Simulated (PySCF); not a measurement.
Mo(O)2(Me)(SH) (CH₄MoO₂S), SMILES [CH3][Mo](=[O])(=[O])[SH], multiplicity 1. Geometry: PBE-D3(BJ)/def2-SVP. The spin state was assumed, not searched. The structure was generated by enumeration; whether it is a known compound was not checked. The def2 effective core potentials stand for the cores of Mo; spin–orbit coupling is left out. Other conformers were not sampled.

Question: Give the equilibrium geometry at PBE-D3(BJ)/def2-SVP (PySCF confirms it by a frequency run) as a Z-matrix. (Estimate from the structure and the level; the computed values follow.)

Answer: One answer among several that fit: 
```
Mo
O 1 1.6962
O 1 1.6971 2 111.40
C 1 2.1068 2 106.12 3 114.78
H 4 1.1098 1 109.99 2 -58.87
H 4 1.1099 5 109.06 1 -119.89
H 4 1.1100 5 108.96 6 -120.13
S 1 2.3470 2 110.78 3 -125.98
H 8 1.3665 1 92.55 2 152.99
```
